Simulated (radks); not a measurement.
Question: The neodymium ion Nd2+ is in [Xe] 4f4. Method: scalar-relativistic Kohn-Sham, LDA (Slater exchange, Perdew-Wang correlation), spin-polarised, spherical densities, finite nucleus; Fermi nuclear charge, rms radius of each element as measured or else 0.836 A^(1/3) + 0.57 fm; computed with a radial shooting solver on a logarithmic mesh with Libxc functionals. Open shells are filled with parallel spins first. One electron is removed from 5p, 4d, 4f, 5s in turn, with full relaxation. Which removal costs least, and what does each cost?

Answer: 4f 23.644 eV; 5p 39.994 eV; 5s 58.820 eV; 4d 136.73 eV. The 4f electron leaves first.
